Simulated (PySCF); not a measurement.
**Low-lying terms of C⁴⁺ (carbon, charge +4)**

Ground state 1s2, ¹S. All numbers are calculated (PySCF 2.14, the spin-free X2C one-electron Hamiltonian (Gaussian nucleus), in x2c-SVPall with two added diffuse shells of s type (5s2p1d, 16 functions)). Vertical excitation energies in eV without spin-orbit coupling; excited terms of each kind are numbered among those the solver found. Frozen: nothing.

```tsv
term	leading excitation	EOM-EE-CCSD
1 3S	1s → s	302.12
1 1S	1s → s	306.19
1 3P°	1s → p	308.14
1 1P°	1s → p	310.36
2 3S	1s → s	354.02
2 1S	1s → s	354.79
2 3P°	1s → p	356.01
2 1P°	1s → p	356.41
1 3D	1s → d	364.70
1 1D	1s → d	364.76
```

Only the lower part of the computed list is shown. Doubly excited terms such as np² are absent. The solver can miss terms.
